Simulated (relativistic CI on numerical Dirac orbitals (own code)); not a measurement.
## Spin-allowed bands of a d8 ion in an octahedral site, by hand

Problem. A d8 ion in an octahedral site has a 3A2 ground term and spin-allowed bands at ν1 = 9490 and ν2 = 15093 cm⁻¹ (from a computed ligand-field model). Find Δ and the Racah parameter B, and predict the third band.

Working.
1. The F term splits into A2 (−1.2Δ), T2 (−0.2Δ) and T1 (+0.6Δ), so ν1 = E(T2) − E(A2) = Δ = 9490 cm⁻¹.
2. T1(F) mixes with T1(P), which lies at 15B, through an element 0.4Δ. The two roots, counted from A2, are ν2,3 = ½(15B + 3Δ) ∓ ½√[(15B − Δ)² + 12BΔ].
3. Solving the lower root for B gives B = (2ν1² + ν2² − 3ν1ν2)/(15ν2 − 27ν1) = -21778861/-29835 = 730 cm⁻¹.
4. The sum of the roots is 15B + 3Δ, so ν3 = 15B + 3ν1 − ν2 = 24327 cm⁻¹ (411 nm).

Check. The bands were computed by exact diagonalisation of the d8 shell with B = 730 and Δ = 9490 cm⁻¹, which gives ν3 = 24327 cm⁻¹. C does not enter the terms of highest spin.
